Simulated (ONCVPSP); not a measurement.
## PBE ONCV dataset for H, scalar-relativistic all-electron reference.

The input file (ONCVPSP 4.0.1):

```
# ATOM AND REFERENCE CONFIGURATION
# atsym  z   nc   nv     iexc    psfile
  H 1.00    0    1        4      upf
#
#   n    l    f
    1    0    1.00
#
# PSEUDOPOTENTIAL AND OPTIMIZATION
# lmax
    1
#
#   l,   rc,      ep,       ncon, nbas, qcut
    0    1.05    0.00    4    7    5.60
    1    0.95    0.02    3    7    9.30
#
# LOCAL POTENTIAL
# lloc, lpopt,  rc(5),   dvloc0
    4    5    0.75    0.00
#
# VANDERBILT-KLEINMAN-BYLANDER PROJECTORs
# l, nproj, debl
    0    2    1.70
    1    2    3.00
#
# MODEL CORE CHARGE
# icmod, fcfact, rcfact
    0    0.00    0.00
#
# LOG DERIVATIVE ANALYSIS
# epsh1, epsh2, depsh
   -2.00    5.00    0.02
#
# OUTPUT GRID
# rlmax, drl
    6.00    0.01
#
# TEST CONFIGURATIONS
# ncnf
    1
# nvcnf
#   n    l    f
    1
    1    0    0.50
#
```

Command:

```bash
oncvpsp.x < H.dat > H.out
```

Output (shortened: citation, most of the input echo, consistency checks and plot data are left out):

```
ONCVPSP  (Optimized Norm-Conservinng Vanderbilt PSeudopotential)
scalar-relativistic version 4.0.1

#   n    l    f        energy (Ha)
    1    0    1.00    -2.3860194E-01

Reference configufation results
  iterations    22
  all-electron total energy (Ha)   -4.58934602D-01

Begin loop to  construct optimized pseudo wave functions
and semi-local pseudopoentials for all angular momenta

   Wellstate for l =  0  n =  2
     eigenvalue =   1.4614
     asymptotic potential =   1.9614
     half-point radius =  2.2430

Calculating optimized projector #   1

 for l=   0

    Fraction of norm inside rc  0.319581
    Optimizing pswf for qcut=   5.61 a_B^-1,  ecut=  15.76 Ha
    Residual kinetic energy error=  1.05D-03 Ha

    Energy error per electron        Cutoff
         Ha          eV             Ha
         0.01000     0.27211        8.13
         0.00100     0.02721       16.08
         0.00010     0.00272       81.06
         0.00001     0.00027      108.34

Calculating optimized projector #   2

 for l=   0

    Fraction of norm inside rc  0.205011
    Optimizing pswf for qcut=   5.61 a_B^-1,  ecut=  15.76 Ha
    Residual kinetic energy error=  2.84D-03 Ha

    Energy error per electron        Cutoff
         Ha          eV             Ha
         0.01000     0.27211       10.87
         0.00100     0.02721       19.15
         0.00010     0.00272       43.93
         0.00001     0.00027       95.90

   Wellstate for l =  1  n =  2
     eigenvalue =   0.0200
     asymptotic potential =   0.5200
     half-point radius = 41.1420

   Wellstate for l =  1  n =  3
     eigenvalue =   3.0200
     asymptotic potential =   3.5200
     half-point radius =  2.2558

Calculating optimized projector #   1

 for l=   1

    Fraction of norm inside rc  0.000406
    Optimizing pswf for qcut=   9.30 a_B^-1,  ecut=  43.25 Ha
    Residual kinetic energy error=  1.23D-09 Ha

    Energy error per electron        Cutoff
         Ha          eV             Ha
         0.01000     0.27211        0.14
         0.00100     0.02721        0.57
         0.00010     0.00272        2.19
         0.00001     0.00027        5.88

Calculating optimized projector #   2

 for l=   1

    Fraction of norm inside rc  0.115608
    Optimizing pswf for qcut=   9.30 a_B^-1,  ecut=  43.25 Ha
    Residual kinetic energy error=  1.37D-06 Ha

    Energy error per electron        Cutoff
         Ha          eV             Ha
         0.01000     0.27211        7.67
         0.00100     0.02721       13.01
         0.00010     0.00272       26.17
         0.00001     0.00027       35.23

Construct Vanderbilt / Kleinmman-Bylander projectors

B matrix Hermiticity error, ll=   0
   1   2    3.9833E-05

  Orthonormal projector coefficients -4.1826E+00 -9.0299E-01

B matrix Hermiticity error, ll=   1
   1   2    2.4517E-06

  Orthonormal projector coefficients -5.9925E-01 -1.2905E-01

Pseudoatom total energy   -0.458499

Diagnostic tests using Vanderbilt-Kleinman-Bylander pseudopotentials
  1 or more projectors used as specified by nproj input data

   l    rcore       rmatch      e in        delta e   norm test  slope test

   0   1.0519859   1.0839265  -0.2386019  -0.0000023   1.0000093   1.0000461
   0   1.0519859   1.0839265   1.4613981  -0.0000003   1.0000644   1.0000644

   1   0.9502639   0.9791160   0.0200000  -0.0000308   1.0000407   1.0000407
   1   0.9502639   0.9791160   3.0200000  -0.0000048   1.0000859   1.0000859

 Testing for bound ghosts
   n   l    E NL Schr. Eq   E Basis Diag.   E Cutoff

   1   0       -0.238604       -0.164654    168.64

 Testing for highly-localized positive-energy ghosts
       l    <radius>/rc     E Basis Diag.   E Cutoff

Test configuration 0

   n   l     f        eae           eps        diff
   1   0  1.0000   -0.23860194   -0.23860422   -2.28D-06

    Total energies and differences
      AE_ref= -4.58934602D-01  AE_tst= -4.58934602D-01  dif=  0.00D+00
      PS_ref= -4.58498880D-01  PS_tst= -4.58498880D-01  dif=  5.66D-15
      PSP excitation error= -5.66D-15

Test configuration 1

   n   l     f        eae           eps        diff
   1   0  0.5000   -0.46601318   -0.46571035    3.03D-04

    Total energies and differences
      AE_ref= -4.58934602D-01  AE_tst= -2.83946893D-01  dif=  1.75D-01
      PS_ref= -4.58498880D-01  PS_tst= -2.83567676D-01  dif=  1.75D-01
      PSP excitation error=  5.65D-05
```

The run took about 1.6 s on one core of a shared server CPU.
